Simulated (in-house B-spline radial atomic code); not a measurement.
Configurations of Sm⁴⁺, with energies counted from [Xe] 4f4. Computed with a B-spline radial code for spherical atoms: scalar-relativistic (X2C) TPSSh, spin-polarised, spherical fractional occupations, Fermi nucleus of rms radius 5.0819 fm. Shells without spins written out take the highest spin.

Caution: exact exchange at fractional occupations of open shells leaves self-interaction of up to several eV.

Occupations are held fixed; configurations that lie above the ionisation limit could autoionise.

```csv
configuration,E - E(ref) (eV),highest orbital,its <r> (bohr)
"[Xe] 4f(3 up, 1 down)",3.945,4f down,0.8579
[Xe] 4f3 6p1,32.884,6p up,3.264
[Kr] 4d10 4f4 5s2 5p5 6p1,41.029,6p up,3.287
[Kr] 4d10 4f4 5s2 5p5 6d1,49.227,6d up,4.165
"[Kr] 4d10 4f(3 up, 1 down) 5s2 5p(3 up, 2 down) 6f(0 up, 1 down)",61.81,6f down,6.09
[Kr] 4d9 4f4 5s2 5p6 6p1,161.12,6p up,3.254
"[Kr] 4d(4 up, 5 down) 4f(3 up, 1 down) 5s2 5p6 6f(0 up, 1 down)",185.31,6f down,5.966
```

Task: Order these further configurations by energy, lowest first.
A. [Xe] 4f3 6s1
B. [Kr] 4d10 4f4 5s2 5p5 5d1
C. [Kr] 4d10 4f4 5s2 5p5 5f1
D. [Kr] 4d9 4f4 5s2 5p6 5f1
E. [Kr] 4d10 4f(3 up, 1 down) 5s2 5p(3 up, 2 down) 6d(1 up, 0 down)

Result: A (26.285 eV), B (27.636 eV), C (49.778 eV), E (53.67 eV), D (169.93 eV).

Task: How far above the reference does [Xe] 4f(3 up, 0 down) 5f(1 up, 0 down) lie?

Result: 41.679 eV; its least bound orbital is 5f up with <r> = 3.364 bohr.

Task: How far above the reference does [Xe] 4f3 6f1 lie?

Result: 49.189 eV; its least bound orbital is 6f up with <r> = 5.945 bohr.
